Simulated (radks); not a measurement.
Ge, 32 electrons, occupied as [Ar] 3d10 4s2 4p2 (the NIST ground configuration). Calculated with a radial shooting solver on a logarithmic mesh with Libxc functionals: Dirac Kohn-Sham, B86b exchange with PBE correlation, spin-unpolarised, spherical densities, point nucleus; open shells are shared between the two j in proportion to 2j + 1.

Radial electron density D(r) = 4 pi r^2 rho(r):

r (bohr)  D(r) (e/bohr)
0.002743          2.078
0.003601          3.337
0.004764          5.340
0.006303          8.341
0.00834           12.62
0.01104           18.32
0.0146            25.18
0.01916           32.04
0.02536           37.56
0.03355           39.48
0.04439           37.09
0.05874           32.92
0.07772           32.36
0.102             38.11
0.135             45.12
0.1786            42.91
0.2363            30.94
0.3126            22.87
0.4137            25.98
0.543             28.59
0.7184            21.56
0.9506            11.04
1.258             4.826
1.664             2.746
2.184             1.925
2.89              1.119
3.824            0.4698
5.06             0.1377
6.695           0.02650
8.858          0.002850

D(r) has 3 maxima, at r = 0.0328, 0.149, 0.518 bohr, and minima at 0.0695, 0.325 bohr, inside which lie 2.09, 10.95 electrons.
